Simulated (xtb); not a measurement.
B(F)(H)(SeH) (BFH2Se), SMILES FB[SeH]. All values are semi-empirical tight-binding results from xtb (GFN2-xTB unless named), good for trends rather than for accurate numbers. Geometry: GFN2-xTB. Other conformers were not sampled.

Optimised geometry:

```xyz
5

B     -0.5676     1.0823     0.0000
F      0.3136     2.0538     0.0000
H     -1.7049     1.3571     0.0000
Se     0.0856    -0.7024     0.0000
H     -1.1900    -1.3726     0.0000
```
Charge 0, spin multiplicity 1.

Computed properties:
| Quantity | Result |
|---|---|
| point group as xtb finds it | Cs |
| orbital gap | 4.06 eV |
| zero-point energy | 13.7 kcal/mol |
| G − E(el) at 298.15 K (modified RRHO) | -3.3 kcal/mol |
| static polarisability (D4 model) | 43.5 bohr³ |
| solvation energy, GFN2-xTB/ALPB(water) | -1.9 kcal/mol |
| solvation energy, GFN2-xTB/ALPB(chcl3) | -3.2 kcal/mol |

### Question
Give the atomic charges and the Wiberg bond orders between heavy atoms. (The exact figures need the calculation; the answer reports its results.)

### Answer
charges (e) B1 0.40, F2 -0.25, H3 -0.08, Se4 -0.21, H5 0.15. Bond orders B1–F2 1.13, B1–Se4 1.21.
